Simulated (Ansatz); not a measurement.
# Nudged elastic band run: CH₇NSSi

The input (input.yaml):

```yaml
crystal:
  periodic: [false, false, false]
  atoms:
    - { symbol: "N", position_ang: [-0.787137, 1.142749, 0.605448] }
    - { symbol: C, position_ang: [-0.20576, 0.348572, -0.464298] }
    - { symbol: Si, position_ang: [1.190319, -0.766036, 0.204103] }
    - { symbol: S, position_ang: [-1.48966, -0.699933, -1.270919] }
    - { symbol: H, position_ang: [-0.08992, 1.769289, 1.011186] }
    - { symbol: H, position_ang: [-1.552298, 1.719929, 0.252002] }
    - { symbol: H, position_ang: [0.183476, 0.927002, -1.330304] }
    - { symbol: H, position_ang: [1.904196, -1.414137, -0.931077] }
    - { symbol: H, position_ang: [0.610573, -1.798041, 1.107704] }
    - { symbol: H, position_ang: [2.165732, 0.063988, 0.979594] }
    - { symbol: H, position_ang: [-1.864123, -1.350381, -0.142938] }
basis:
  gaussian: { orbitals: def2-SVP }
hamiltonian:
  xc: b3lyp
  dispersion: d4
neb:
  order_check: false
  images: 9
  f_tol: 0.03
  max_iterations: 53
  optimiser: fire
  climbing: immediate
  final_atoms:
    - { symbol: "N", position_ang: [-0.59841136, 1.27681487, 0.20569116] }
    - { symbol: C, position_ang: [-0.1431458, 0.04728233, -0.52557] }
    - { symbol: Si, position_ang: [1.28428419, -0.85678559, 0.15234268] }
    - { symbol: S, position_ang: [-1.40783291, -0.65597172, -1.47668463] }
    - { symbol: H, position_ang: [0.20792726, 1.84024244, 0.50759151] }
    - { symbol: H, position_ang: [-1.16577445, 1.855267, -0.43119047] }
    - { symbol: H, position_ang: [-1.1926875, 1.13081005, 1.04966805] }
    - { symbol: H, position_ang: [2.0305436, -1.58807181, -0.91366338] }
    - { symbol: H, position_ang: [1.02902164, -1.87309145, 1.2440792] }
    - { symbol: H, position_ang: [2.19821837, 0.1605749, 0.79336776] }
    - { symbol: H, position_ang: [-2.17674503, -1.39407002, -0.58513089] }
  initial_path:
    images:
      - { positions_ang: [[-0.787137, 1.142749, 0.605448], [-0.20576, 0.348572, -0.464298], [1.190319, -0.766036, 0.204103], [-1.48966, -0.699933, -1.270919], [-0.08992, 1.769289, 1.011186], [-1.552298, 1.719929, 0.252002], [0.183476, 0.927002, -1.330304], [1.904196, -1.414137, -0.931077], [0.610573, -1.798041, 1.107704], [2.165732, 0.063988, 0.979594], [-1.864123, -1.350381, -0.142938]] }
      - { positions_ang: [[-0.78777801, 1.13493374, 0.56837052], [-0.21442121, 0.33926296, -0.4971938], [1.17580036, -0.76403052, 0.16577097], [-1.48701629, -0.7094996, -1.27778744], [-0.10884617, 1.79094156, 0.93887642], [-1.57165802, 1.70267918, 0.20145107], [0.24769304, 0.91897305, -1.00752484], [1.89099065, -1.43401183, -0.96043795], [0.6274791, -1.77742779, 1.10796099], [2.17388825, 0.07344046, 0.91421438], [-1.8807337, -1.33226021, -0.13319932]] }
      - { positions_ang: [[-0.78841901, 1.12711848, 0.53129304], [-0.22308243, 0.32995392, -0.53008959], [1.16128171, -0.76202504, 0.12743894], [-1.48437258, -0.71906621, -1.28465589], [-0.12777234, 1.81259412, 0.86656684], [-1.59101804, 1.68542937, 0.15090014], [0.31191008, 0.9109441, -0.68474569], [1.8777853, -1.45388666, -0.9897989], [0.64438519, -1.75681458, 1.10821798], [2.18204451, 0.08289293, 0.84883476], [-1.89734439, -1.31413943, -0.12346064]] }
      - { positions_ang: [[-0.78906002, 1.11930323, 0.49421556], [-0.23174364, 0.32064489, -0.56298539], [1.14676307, -0.76001956, 0.08910691], [-1.48172887, -0.72863281, -1.29152433], [-0.14669852, 1.83424668, 0.79425726], [-1.61037806, 1.66817955, 0.10034921], [0.37612712, 0.90291515, -0.36196653], [1.86457995, -1.47376149, -1.01915985], [0.66129129, -1.73620137, 1.10847498], [2.19020076, 0.09234539, 0.78345513], [-1.91395509, -1.29601864, -0.11372196]] }
      - { positions_ang: [[-0.78970103, 1.11148797, 0.45713808], [-0.24040486, 0.31133585, -0.59588118], [1.13224443, -0.75801408, 0.05077488], [-1.47908516, -0.73819941, -1.29839277], [-0.16562469, 1.85589923, 0.72194768], [-1.62973807, 1.65092973, 0.04979828], [0.44034417, 0.8948862, -0.03918737], [1.8513746, -1.49363632, -1.0485208], [0.67819738, -1.71558816, 1.10873197], [2.19835702, 0.10179785, 0.71807551], [-1.93056579, -1.27789785, -0.10398328]] }
      - { positions_ang: [[-0.79034203, 1.10367271, 0.4200606], [-0.24906607, 0.30202681, -0.62877698], [1.11772578, -0.7560086, 0.01244284], [-1.47644145, -0.74776601, -1.30526122], [-0.18455086, 1.87755179, 0.64963811], [-1.64909809, 1.63367991, -0.00075264], [0.50456121, 0.88685725, 0.28359179], [1.83816925, -1.51351116, -1.07788175], [0.69510348, -1.69497496, 1.10898896], [2.20651327, 0.11125031, 0.65269589], [-1.94717649, -1.25977707, -0.0942446]] }
      - { positions_ang: [[-0.7519559, 1.13830114, 0.37718671], [-0.22788202, 0.25107791, -0.60813558], [1.15103747, -0.776164, 0.04042281], [-1.46271974, -0.72940716, -1.3395459], [-0.10605523, 1.87008992, 0.62122879], [-1.55243336, 1.67799733, -0.08684021], [0.16511147, 0.93564781, 0.43680704], [1.87664412, -1.52842329, -1.04503807], [0.76188711, -1.73059825, 1.13600701], [2.20485429, 0.12111523, 0.68083027], [-1.9930902, -1.28663566, -0.19242186]] }
      - { positions_ang: [[-0.71356976, 1.17292958, 0.33431282], [-0.20669796, 0.20012902, -0.58749419], [1.18434915, -0.7963194, 0.06840278], [-1.44899803, -0.7110483, -1.37383058], [-0.02755961, 1.86262805, 0.59281947], [-1.45576864, 1.72231475, -0.17292777], [-0.17433828, 0.98443837, 0.59002229], [1.91511899, -1.54333542, -1.0121944], [0.82867074, -1.76622155, 1.16302505], [2.20319531, 0.13098015, 0.70896464], [-2.03900391, -1.31349425, -0.29059912]] }
      - { positions_ang: [[-0.67518363, 1.20755801, 0.29143894], [-0.18551391, 0.14918012, -0.56685279], [1.21766083, -0.8164748, 0.09638275], [-1.43527633, -0.69268944, -1.40811527], [0.05093601, 1.85516618, 0.56441015], [-1.35910391, 1.76663217, -0.25901534], [-0.51378802, 1.03322893, 0.74323754], [1.95359386, -1.55824755, -0.97935073], [0.89545438, -1.80184485, 1.1900431], [2.20153633, 0.14084507, 0.73709901], [-2.08491762, -1.34035284, -0.38877637]] }
      - { positions_ang: [[-0.6367975, 1.24218644, 0.24856505], [-0.16432985, 0.09823123, -0.54621139], [1.25097251, -0.8366302, 0.12436271], [-1.42155462, -0.67433058, -1.44239995], [0.12943164, 1.84770431, 0.53600083], [-1.26243918, 1.81094958, -0.3451029], [-0.85323776, 1.08201949, 0.8964528], [1.99206873, -1.57315968, -0.94650705], [0.96223801, -1.83746815, 1.21706115], [2.19987735, 0.15070998, 0.76523339], [-2.13083133, -1.36721143, -0.48695363]] }
      - { positions_ang: [[-0.59841136, 1.27681487, 0.20569116], [-0.1431458, 0.04728233, -0.52557], [1.28428419, -0.85678559, 0.15234268], [-1.40783291, -0.65597172, -1.47668463], [0.20792726, 1.84024244, 0.50759151], [-1.16577445, 1.855267, -0.43119047], [-1.1926875, 1.13081005, 1.04966805], [2.0305436, -1.58807181, -0.91366338], [1.02902164, -1.87309145, 1.2440792], [2.19821837, 0.1605749, 0.79336776], [-2.17674503, -1.39407002, -0.58513089]] }
```

Run as:

```bash
$ ansatz run input.yaml --threads 2 --pin off --max-ram 3072MiB --backend cpu --events-out ev --progress --plain --runs-dir out
```

Output, in part (warnings, iteration lines):

```
NEB end point (image 0): max|allowed force component| = 1.609e-2 eV/Å (the criterion of neb.relax_end_points is 1.000e-2)
NEB end point (image 10): max|allowed force component| = 1.210e-2 eV/Å (the criterion of neb.relax_end_points is 1.000e-2)
NEB iter   1: max|band force component| = 1.392e2 eV/Å  barrier→ = 26.1282 eV  barrier← = 24.2153 eV  CI = image 8  Δτ_max = 0.2000 Å  (293 SCF iters)
NEB iter   2: max|band force component| = 2.082e1 eV/Å  barrier→ = 9.2333 eV  barrier← = 7.3203 eV  CI = image 7  Δτ_max = 0.2000 Å  (257 SCF iters)
NEB iter   3: max|band force component| = 1.570e1 eV/Å  barrier→ = 7.8581 eV  barrier← = 5.9451 eV  CI = image 7  Δτ_max = 0.0724 Å  (277 SCF iters)
NEB iter   4: max|band force component| = 5.732e0 eV/Å  barrier→ = 6.6322 eV  barrier← = 4.7193 eV  CI = image 6  Δτ_max = 0.0908 Å  (252 SCF iters)
NEB iter   5: max|band force component| = 4.240e0 eV/Å  barrier→ = 6.4433 eV  barrier← = 4.5304 eV  CI = image 6  Δτ_max = 0.0195 Å  (257 SCF iters)
NEB iter   6: max|band force component| = 3.129e0 eV/Å  barrier→ = 6.3743 eV  barrier← = 4.4613 eV  CI = image 6  Δτ_max = 0.0304 Å  (242 SCF iters)
NEB iter   7: max|band force component| = 2.185e0 eV/Å  barrier→ = 6.2445 eV  barrier← = 4.3316 eV  CI = image 6  Δτ_max = 0.0323 Å  (248 SCF iters)
NEB iter   8: max|band force component| = 4.248e0 eV/Å  barrier→ = 6.0672 eV  barrier← = 4.1543 eV  CI = image 6  Δτ_max = 0.0409 Å  (246 SCF iters)
NEB iter   9: max|band force component| = 4.326e0 eV/Å  barrier→ = 5.8608 eV  barrier← = 3.9479 eV  CI = image 6  Δτ_max = 0.0466 Å  (253 SCF iters)
NEB iter  10: max|band force component| = 2.647e0 eV/Å  barrier→ = 5.6458 eV  barrier← = 3.7329 eV  CI = image 6  Δτ_max = 0.0537 Å  (256 SCF iters)
NEB iter  11: max|band force component| = 2.615e0 eV/Å  barrier→ = 5.5481 eV  barrier← = 3.6351 eV  CI = image 5  Δτ_max = 0.0698 Å  (258 SCF iters)
NEB iter  12: max|band force component| = 2.270e0 eV/Å  barrier→ = 5.5104 eV  barrier← = 3.5974 eV  CI = image 5  Δτ_max = 0.0775 Å  (256 SCF iters)
NEB iter  13: max|band force component| = 2.704e0 eV/Å  barrier→ = 5.5015 eV  barrier← = 3.5886 eV  CI = image 5  Δτ_max = 0.0174 Å  (258 SCF iters)
NEB iter  14: max|band force component| = 1.527e0 eV/Å  barrier→ = 5.4977 eV  barrier← = 3.5848 eV  CI = image 5  Δτ_max = 0.0255 Å  (228 SCF iters)
NEB iter  15: max|band force component| = 1.268e0 eV/Å  barrier→ = 5.4946 eV  barrier← = 3.5816 eV  CI = image 5  Δτ_max = 0.0252 Å  (243 SCF iters)
NEB iter  16: max|band force component| = 1.528e0 eV/Å  barrier→ = 5.4939 eV  barrier← = 3.5810 eV  CI = image 5  Δτ_max = 0.0121 Å  (250 SCF iters)
NEB iter  17: max|band force component| = 8.378e-1 eV/Å  barrier→ = 5.4925 eV  barrier← = 3.5795 eV  CI = image 5  Δτ_max = 0.0150 Å  (222 SCF iters)
NEB iter  18: max|band force component| = 1.279e0 eV/Å  barrier→ = 5.4901 eV  barrier← = 3.5772 eV  CI = image 5  Δτ_max = 0.0083 Å  (226 SCF iters)
NEB iter  19: max|band force component| = 7.631e-1 eV/Å  barrier→ = 5.4886 eV  barrier← = 3.5757 eV  CI = image 5  Δτ_max = 0.0121 Å  (216 SCF iters)
NEB iter  20: max|band force component| = 5.982e-1 eV/Å  barrier→ = 5.4850 eV  barrier← = 3.5721 eV  CI = image 5  Δτ_max = 0.0143 Å  (222 SCF iters)
NEB iter  21: max|band force component| = 7.385e-1 eV/Å  barrier→ = 5.4779 eV  barrier← = 3.5650 eV  CI = image 5  Δτ_max = 0.0177 Å  (223 SCF iters)
NEB iter  22: max|band force component| = 5.792e-1 eV/Å  barrier→ = 5.4653 eV  barrier← = 3.5524 eV  CI = image 5  Δτ_max = 0.0199 Å  (233 SCF iters)
NEB iter  23: max|band force component| = 6.979e-1 eV/Å  barrier→ = 5.4441 eV  barrier← = 3.5312 eV  CI = image 5  Δτ_max = 0.0233 Å  (235 SCF iters)
NEB iter  24: max|band force component| = 8.529e-1 eV/Å  barrier→ = 5.4098 eV  barrier← = 3.4968 eV  CI = image 5  Δτ_max = 0.0331 Å  (239 SCF iters)
NEB iter  25: max|band force component| = 1.055e0 eV/Å  barrier→ = 5.3497 eV  barrier← = 3.4368 eV  CI = image 5  Δτ_max = 0.0481 Å  (244 SCF iters)
NEB iter  26: max|band force component| = 1.281e0 eV/Å  barrier→ = 5.2452 eV  barrier← = 3.3322 eV  CI = image 5  Δτ_max = 0.0693 Å  (246 SCF iters)
NEB iter  27: max|band force component| = 1.459e0 eV/Å  barrier→ = 5.0739 eV  barrier← = 3.1609 eV  CI = image 5  Δτ_max = 0.0980 Å  (254 SCF iters)
NEB iter  28: max|band force component| = 1.473e0 eV/Å  barrier→ = 4.8201 eV  barrier← = 2.9071 eV  CI = image 5  Δτ_max = 0.1312 Å  (252 SCF iters)
NEB iter  29: max|band force component| = 1.769e0 eV/Å  barrier→ = 4.4946 eV  barrier← = 2.5817 eV  CI = image 5  Δτ_max = 0.1556 Å  (253 SCF iters)
NEB iter  30: max|band force component| = 1.674e0 eV/Å  barrier→ = 4.3566 eV  barrier← = 2.4436 eV  CI = image 4  Δτ_max = 0.0348 Å  (251 SCF iters)
NEB iter  31: max|band force component| = 1.427e0 eV/Å  barrier→ = 4.4033 eV  barrier← = 2.4904 eV  CI = image 4  Δτ_max = 0.0674 Å  (225 SCF iters)
NEB iter  32: max|band force component| = 1.403e0 eV/Å  barrier→ = 4.4504 eV  barrier← = 2.5374 eV  CI = image 4  Δτ_max = 0.0919 Å  (237 SCF iters)
NEB iter  33: max|band force component| = 1.405e0 eV/Å  barrier→ = 4.4054 eV  barrier← = 2.4924 eV  CI = image 4  Δτ_max = 0.0999 Å  (234 SCF iters)
NEB iter  34: max|band force component| = 2.083e0 eV/Å  barrier→ = 4.3074 eV  barrier← = 2.3944 eV  CI = image 4  Δτ_max = 0.1214 Å  (242 SCF iters)
NEB iter  35: max|band force component| = 1.050e0 eV/Å  barrier→ = 4.2319 eV  barrier← = 2.3189 eV  CI = image 4  Δτ_max = 0.1355 Å  (242 SCF iters)
NEB iter  36: max|band force component| = 9.890e-1 eV/Å  barrier→ = 4.1926 eV  barrier← = 2.2796 eV  CI = image 4  Δτ_max = 0.1427 Å  (247 SCF iters)
NEB iter  37: max|band force component| = 1.126e0 eV/Å  barrier→ = 4.1342 eV  barrier← = 2.2213 eV  CI = image 4  Δτ_max = 0.0300 Å  (245 SCF iters)
NEB iter  38: max|band force component| = 1.124e0 eV/Å  barrier→ = 4.0705 eV  barrier← = 2.1576 eV  CI = image 4  Δτ_max = 0.0560 Å  (232 SCF iters)
NEB iter  39: max|band force component| = 1.114e0 eV/Å  barrier→ = 3.9806 eV  barrier← = 2.0676 eV  CI = image 4  Δτ_max = 0.0839 Å  (240 SCF iters)
NEB iter  40: max|band force component| = 1.192e0 eV/Å  barrier→ = 3.8939 eV  barrier← = 1.9809 eV  CI = image 4  Δτ_max = 0.1058 Å  (248 SCF iters)
NEB iter  41: max|band force component| = 1.573e0 eV/Å  barrier→ = 3.7879 eV  barrier← = 1.8749 eV  CI = image 4  Δτ_max = 0.1228 Å  (249 SCF iters)
NEB iter  42: max|band force component| = 1.961e0 eV/Å  barrier→ = 3.6192 eV  barrier← = 1.7063 eV  CI = image 4  Δτ_max = 0.0482 Å  (248 SCF iters)
NEB iter  43: max|band force component| = 1.624e0 eV/Å  barrier→ = 3.5677 eV  barrier← = 1.6548 eV  CI = image 4  Δτ_max = 0.0842 Å  (241 SCF iters)
NEB iter  44: max|band force component| = 1.077e0 eV/Å  barrier→ = 3.4992 eV  barrier← = 1.5862 eV  CI = image 3  Δτ_max = 0.0284 Å  (240 SCF iters)
NEB iter  45: max|band force component| = 9.422e-1 eV/Å  barrier→ = 3.5015 eV  barrier← = 1.5886 eV  CI = image 3  Δτ_max = 0.0572 Å  (230 SCF iters)
NEB iter  46: max|band force component| = 8.899e-1 eV/Å  barrier→ = 3.4944 eV  barrier← = 1.5814 eV  CI = image 3  Δτ_max = 0.0821 Å  (239 SCF iters)
NEB iter  47: max|band force component| = 9.084e-1 eV/Å  barrier→ = 3.4620 eV  barrier← = 1.5490 eV  CI = image 3  Δτ_max = 0.0948 Å  (241 SCF iters)
NEB iter  48: max|band force component| = 1.245e0 eV/Å  barrier→ = 3.5749 eV  barrier← = 1.6620 eV  CI = image 7  Δτ_max = 0.1127 Å  (249 SCF iters)
NEB iter  49: max|band force component| = 1.087e0 eV/Å  barrier→ = 3.7429 eV  barrier← = 1.8299 eV  CI = image 7  Δτ_max = 0.0273 Å  (253 SCF iters)
NEB iter  50: max|band force component| = 7.701e-1 eV/Å  barrier→ = 3.6884 eV  barrier← = 1.7754 eV  CI = image 7  Δτ_max = 0.0407 Å  (237 SCF iters)
NEB iter  51: max|band force component| = 8.168e-1 eV/Å  barrier→ = 3.6178 eV  barrier← = 1.7049 eV  CI = image 7  Δτ_max = 0.0516 Å  (236 SCF iters)
NEB iter  52: max|band force component| = 1.025e0 eV/Å  barrier→ = 3.5500 eV  barrier← = 1.6370 eV  CI = image 7  Δτ_max = 0.0693 Å  (241 SCF iters)
NEB iter  53: max|band force component| = 1.038e0 eV/Å  barrier→ = 3.5270 eV  barrier← = 1.6141 eV  CI = image 7  Δτ_max = 0.0932 Å  (247 SCF iters)
Error: NEB band did not converge after 53 iterations: max|band force component| = 1.04e0 eV/Å (threshold 3.0e-2); raise `neb.max_iterations` in a new run, which can start from the last band evaluated (`neb.initial_path`, with `crystal.atoms` and `neb.final_atoms` set to its first and last images), …
```

It did not converge within its limit. The band didn't meet its force threshold, so its energies are provisional: the largest band force was still 1.04 eV/Å, and over the last iterations the top moved between 3.53 and 3.62 eV. The orbitals stay closed-shell, which can raise the energy where a bond breaks towards radicals; this wasn't checked here.

Final band (atoms are numbered from 1 in the order of the input):

| image | path coordinate (Å) | energy (kJ/mol) | C2–H7 (Å) | N1–H7 (Å) |
| --- | --- | --- | --- | --- |
| 0 | 0.00 | 0.0 | 1.11 | 2.18 |
| 1 | 0.82 | 20.8 | 1.11 | 2.15 |
| 2 | 1.69 | 154.8 | 1.07 | 2.13 |
| 3 | 2.61 | 304.5 | 1.28 | 2.15 |
| 4 | 3.78 | 223.7 | 2.20 | 2.51 |
| 5 | 5.17 | 230.0 | 1.15 | 2.06 |
| 6 | 6.38 | 57.0 | 1.12 | 2.25 |
| 7 | 7.57 | 340.3 | 1.26 | 1.22 |
| 8 | 8.18 | 230.8 | 1.90 | 1.02 |
| 9 | 8.81 | 187.0 | 2.18 | 1.04 |
| 10 | 9.38 | 184.6 | 2.18 | 1.04 |

The run took 19 min on 2 threads of Arm Neoverse V1, with other jobs on the host, peak memory 0.23 GiB.
